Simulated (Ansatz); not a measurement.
A set of 12 reactions (group exchange), with CCSD(T)/CBS values in kJ/mol:

```csv
reaction,ΔE
`[AlH2][O][AlH2]` + `O[SiH3]` → `O[SiH2][AlH2]` + `[OH][AlH2]`,172.9
`N[SiH](N)O[SiH3]` + SiH₄ → `N[SiH]([SiH3])O[SiH3]` + NH₃,82.3
`CB(N)CCl` + `CI` → `ClCCI` + `CBN`,29.7
`CCOC(=O)OC` + `C#C` → `C#CCOC(=O)OC` + CH₄,-6.0
`[SiH3][GeH2][GeH2][SiH2][GeH3]` + `[SiH3][GeH3]` → `[SiH3][GeH2][GeH2][SiH2][SiH2][GeH3]` + GeH₄,5.6
`[SiH3][O][AlH][SiH3]` + `[SnH4]` → `[SiH3][AlH][SnH3]` + `O[SiH3]`,113.8
`C#C[SiH2][AlH][Cl]` + `C#CNC` → `C#C[SiH2]C#C` + `C[NH][AlH][Cl]`,-180.0
`C[SiH2][Se]C=O` + CH₄ → `C[SiH2][Se]C` + `C=O`,54.3
`N[SiH](Br)C=O` + `CC(=N)Cl` → `N[SiH](Cl)Br` + `CC(=N)C=O`,-138.5
`[SiH3][SiH2][GeH2][SiH2][SiH3]` + `[SiH3][SiH3]` → `[SiH3][SiH2][SiH2][SiH3]` + `[SiH3][SiH2][GeH3]`,18.1
`C#CC[SiH2]F` + `CCCl` → `C#CCCCl` + `C[SiH2]F`,-2.2
`BrCCBr` + `[AlH3]` → `[AlH2][CH2]CBr` + HBr,-44.6
```

Isolated molecules relaxed with PBE0-D4/def2-TZVP in Ansatz; ΔE leaves out vibrations. CCSD(T)/CBS adds triple-zeta CCSD(T) − MP2 to the extrapolated MP2 energy (def2 sets, frozen cores). This one scheme is used for every species. Functionals use def2-TZVPP. B3LYP here is the variant with VWN-RPA as its local correlation; programs differ in this. def2 core potentials past Kr. For Br, Ge, I, Se, Sn outer-core shells are correlated without core-valence functions, which leaves a few kJ/mol of doubt a bond. Scalar relativity is left out up to krypton. Each species was taken in one conformer, which may not be the lowest.

Problem. Give the mean, mean absolute and largest difference (level minus CCSD(T)/CBS, kJ/mol) for: r2SCAN-D4, B3LYP-D4, ωB97X-V, B2PLYP, PBE, PBE0, HF/def2-TZVPP, MP2/def2-TZVPP, CCSD/def2-TZVPP, HF/def2-QZVPP, MP2/def2-QZVPP, SCS-MP2/def2-QZVPP, MP2/CBS(def2), CCSD/CBS(def2). (Estimate.)

Solution. The calculation gave: 
```
             level  mean  mean absolute  largest
         r2SCAN-D4   2.7            6.6     21.9
          B3LYP-D4   3.1            5.3     16.0
           ωB97X-V   1.6            3.6     17.1
            B2PLYP   3.2            4.6     10.1
               PBE   0.7           14.0     41.5
              PBE0   0.2            9.7     35.8
     HF/def2-TZVPP   4.4           10.0     22.4
    MP2/def2-TZVPP   1.3            4.6     12.6
   CCSD/def2-TZVPP   1.0            2.9      9.1
     HF/def2-QZVPP   4.6           10.4     24.8
    MP2/def2-QZVPP   0.9            4.4     12.2
SCS-MP2/def2-QZVPP   1.6            5.3     13.9
     MP2/CBS(def2)   0.4            4.0    -10.9
    CCSD/CBS(def2)   0.1            1.7     -5.8
```

The largest T1 diagnostic in the set is 0.015, for `C=O` (customary mark 0.02).

CCSD(T)/CBS is a level of theory with its own doubt, and the functionals carry their triple-zeta basis error, so these figures describe this set and don't rank the functionals.
